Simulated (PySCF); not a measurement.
C4H4F3 (doublet state).
Geometry (GFN2-xTB, Å), atoms numbered from 1 in this order:
```xyz
11
C4H4F3 angstrom
C     -1.716   -0.439   -0.091
C     -0.256   -0.516    0.130
C      0.604    0.532   -0.093
F      0.111    1.709   -0.540
C      1.969    0.508    0.097
F      2.794    1.522   -0.118
F      2.617   -0.569    0.535
H     -2.008    0.545   -0.446
H     -2.251   -0.659    0.835
H     -2.027   -1.190   -0.820
H      0.168   -1.441    0.485
```

The hyperfine couplings belong to this conformer and change with its torsions.

Identity: `C[CH]C(F)=C(F)F` [radical].

Computed with PySCF, UKS B3LYP, pcH-1 on C F H, non-relativistic, mean-field spin-orbit, GIAO. The structure is a single GFN2-xTB conformer in the gas phase; no vibrational or solvent corrections. The geometry wasn't refined by DFT: couplings that depend on bond lengths, twists or pyramidal angles can differ widely from those at the functional's own minimum. No stability test was run, so a lower SCF solution isn't excluded. ⟨S²⟩ is 0.776 where a pure state has 0.75.

Largest spin populations (Mulliken): C2 (+0.64), C5 (+0.54) and C3 (-0.22). The positive populations add up to 1.31 and the negative ones to -0.31, together 2S = 1. The angles at C2 add up to 360.0°, so it is planar; its axial dipolar tensor and the negative coupling of its proton fit spin in a p orbital normal to that plane.

(1) Find Q in a(H) = Q·ρ(C) for the protons on the planar carbons that carry spin.

(2) List the C–H protons on four-coordinate carbons next to a three-coordinate spin centre, with their couplings and θ (C–H bond against the normal to the plane of the centre's neighbours, projected along the bond that joins the two).

(3) What would the freely rotating methyl group on C1 show?

Answers

(1) 
```json
{"H": "H11", "C": "C2", "ρ(C)": "+0.642", "a(H) (G)": "-14.01", "a/ρ (G)": "-21.8"}
```

One proton gives one ratio, Q = -21.8 G, and no test of linearity. In every row coupling and population have opposite signs.

(2) 
```
β H  on  centre  θ (°)  cos²θ   a (G)
 H8  C1      C2     90   0.00   +0.69
 H9  C1      C2     31   0.73  +26.93
H10  C1      C2     31   0.73  +27.09
```

Fitting the Heller–McConnell form a = ρ(B0 + B2 cos²θ), with Mulliken ρ = 0.64, gives B0 = 1.1 G and B2 = 56.0 G; with only two distinct angles the two parameters are fixed exactly. By this fit the coupling would be 36.7 G at θ = 0° and 0.7 G at 90°.

(3) Three equal couplings, a 1:3:3:1 quartet. The mean of the three values of this geometry estimates the splitting: 18.2 G, or 51.1 MHz (three bonds 120° apart have a mean cos²θ of 1/2 at any torsion).

Couplings in gauss use g_iso = 2.0033.

On one thread of an Arm Neoverse V1, on a shared host, this took 38 s of wall time (grids of density and orbitals included) and 0.74 GiB of memory at its peak.
